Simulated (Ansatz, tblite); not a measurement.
Removing and adding an electron: the cluster B3F2 (the lowest doublet isomer of a short search). The state is a doublet with charge 0. Geometry: PBE-D4/def2-SVP. Ansatz, gas phase; energy differences of separate SCF runs; the oxidised species is a triplet (the singlet lies 1.00 eV higher at PBE0-D4/def2-TZVP); the reduced species is a singlet (the triplet lies 1.84 eV higher at PBE0-D4/def2-TZVPD).

Cartesian coordinates in Å:
```
B -0.001 0.002 0.000
B 1.322 0.705 -0.275
B -1.322 -0.704 0.275
F 2.446 1.302 -0.508
F -2.445 -1.304 0.508
```

The xTB rows come from tblite. The structure comes from a short search, and lower isomers may exist.

```
               level  −HOMO (eV)  vertical IE (eV)  −LUMO (eV)  vertical EA (eV)  HOMO–LUMO gap (eV)  IE − EA (eV)                       remarks
            GFN1-xTB           –             13.66           –                 –                   –             –                             –
            GFN2-xTB           –             12.78           –              4.15                   –          8.63                             –
    PBE-D4/def2-TZVP        4.91              8.03        4.52                 –                0.40             –                             –
   PBE-D4/def2-TZVPD        4.93                 –        4.53              1.73                0.40             –  HOMO above zero (-1 singlet)
 r2SCAN-D4/def2-TZVP        5.07              7.98        4.15                 –                0.92             –                             –
r2SCAN-D4/def2-TZVPD        5.07                 –        4.15              1.62                0.92             –  HOMO above zero (-1 singlet)
   PBE0-D4/def2-TZVP        5.82              7.96        3.49                 –                2.33             –                             –
  PBE0-D4/def2-TZVPD        5.82                 –        3.50              1.63                2.32             –  HOMO above zero (-1 singlet)
```

   A HOMO above zero means that the electron is unbound at that level or that self-interaction error raises the level; the energy of removing that electron tells which. HOMO and LUMO are the levels of the spin that leaves or enters (xTB has no such levels and no spin-polarisation term). Other spin states of the ions may lie lower, which would lower the ionisation energy or raise the affinity. Raw xTB energy differences between charge states are shifted by several eV; the methods need an empirical correction for them.
